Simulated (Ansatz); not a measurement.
BiMe2Cl (C2H6BiCl), relaxed as a singlet with RKS B3LYP-D4/def2-SVP in Ansatz, starting from the GFN2-xTB geometry. Force threshold 0.02 eV/Å.

In the def2 sets Bi takes a core potential; there is no spin–orbit coupling.

Start:

```
atom    x (Å)    y (Å)    z (Å)
 Bi1  -0.3287  -0.1583   1.3767
  C2   1.1429   1.1493   0.2694
  H3   0.6155   1.9779  -0.1834
  H4   1.6128   0.5586  -0.5016
  H5   1.8984   1.5248   0.9450
  C6  -1.3995  -0.6617  -0.5469
  H7  -2.0546  -1.5082  -0.3980
  H8  -0.6643  -0.9052  -1.2984
  H9  -1.9786   0.1925  -0.8716
Cl10   1.1561  -2.1698   1.2090
```

Question: Estimate the energy that the relaxation releases and the steps that it takes.

Answer: 1.3 kcal/mol, in 6 steps; 13 s on 4 threads of Arm Neoverse V1 on a shared host. The force fell under the threshold at step 5, but the optimiser went on. No frequencies were taken in this run, so the end may be a saddle point.

Question: Does the start keep its bonding?

Answer: By distances, no bond broke or formed. The bond that changes most is Bi1–C2, from 2.26 to 2.29 Å (atoms count from 1).

Question: Predict the relaxed structure.

Answer: 
Cartesian coordinates in Å:
```
Bi -0.310 -0.185 1.373
C 1.163 1.181 0.273
H 0.611 2.024 -0.170
H 1.641 0.582 -0.514
H 1.920 1.553 0.977
C -1.425 -0.680 -0.564
H -2.131 -1.502 -0.377
H -0.681 -0.985 -1.311
H -1.969 0.214 -0.907
Cl 1.182 -2.201 1.221
```
Bond lengths: 2 × Bi–C 2.29 Å; 1 × Bi–Cl 2.51 Å; 6 × C–H 1.10 Å.
